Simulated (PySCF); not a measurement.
Species: CH11PSi3.
SMILES with atom numbers: `[SiH3:1][CH2:2][Si@@H:3]([SiH3:4])[PH2:5]` (hydrogens: H6, H7, H8 on Si1; H9, H10 on C2; H11 on Si3; H12, H13, H14 on Si4; H15, H16 on P5)

A GFN2-xTB structure was refined with PySCF 2.14.0, PBE0-D3(BJ)/def2-SVP geometry optimisation, gas phase. Its GFN2-xTB values:

```json
{"coordinate": "Si1–C2", "GFN2-xTB": "1.903 Å"}
{"coordinate": "Si1–H6", "GFN2-xTB": "1.465 Å"}
{"coordinate": "C2–Si3", "GFN2-xTB": "1.920 Å"}
{"coordinate": "C2–H9", "GFN2-xTB": "1.092 Å"}
{"coordinate": "C2–H10", "GFN2-xTB": "1.091 Å"}
{"coordinate": "Si3–Si4", "GFN2-xTB": "2.324 Å"}
{"coordinate": "Si3–P5", "GFN2-xTB": "2.255 Å"}
{"coordinate": "Si3–H11", "GFN2-xTB": "1.481 Å"}
{"coordinate": "Si4–H12", "GFN2-xTB": "1.466 Å"}
{"coordinate": "P5–H15", "GFN2-xTB": "1.381 Å"}
{"coordinate": "Si1–C2–Si3", "GFN2-xTB": "117.1°"}
{"coordinate": "C2–Si3–Si4", "GFN2-xTB": "112.6°"}
{"coordinate": "C2–Si3–P5", "GFN2-xTB": "111.7°"}
{"coordinate": "Si4–Si3–P5", "GFN2-xTB": "111.6°"}
{"coordinate": "Si1–C2–Si3–Si4", "GFN2-xTB": "-66°"}
```

Q: How do these coordinates change at the PBE0-D3(BJ)/def2-SVP level?

A: 
| coordinate | PBE0-D3(BJ)/def2-SVP (Å or °) | change |
| --- | --- | --- |
| P5–H15 | 1.430 | +0.049 |
| Si4–H12 | 1.496 | +0.030 |
| C2–Si3 | 1.890 | -0.030 |
| Si1–H6 | 1.495 | +0.030 |
| Si3–Si4 | 2.348 | +0.024 |
| Si1–C2 | 1.882 | -0.021 |
| Si3–H11 | 1.498 | +0.017 |
| Si3–P5 | 2.270 | +0.015 |
| C2–H10 | 1.105 | +0.014 |
| C2–H9 | 1.104 | +0.012 |
| Si4–Si3–P5 | 106.4 | -5.2 |
| C2–Si3–P5 | 114.5 | +2.8 |
| C2–Si3–Si4 | 111.3 | -1.3 |
| Si1–C2–Si3 | 116.0 | -1.1 |
| Si1–C2–Si3–Si4 | -55 | +11 |

The energy falls by 4.7 kcal/mol over 13 energy and gradient evaluations, the largest force component goes from 0.0274 to 4.0e-04 Eh/bohr, and the atoms move by 0.317 Å rms after alignment. The bond that changes most is P5–H15 (three-coordinate phosphorus to P–H hydrogen), which lengthens by 0.049 Å. Bonds longer at the end by more than 0.005 Å: 13 of 15; shorter: 2. Among the dihedrals that turn most is C2–Si3–P5–H15, from 22° to 44°. Rotational constants go from 1674, 1275, 876.1 to 1699, 1291, 905.0 MHz.

The run used 141 basis functions and 79 SCF cycles in all.

Not checked by PBE0-D3(BJ)/def2-SVP frequencies. One conformer, not necessarily the lowest.
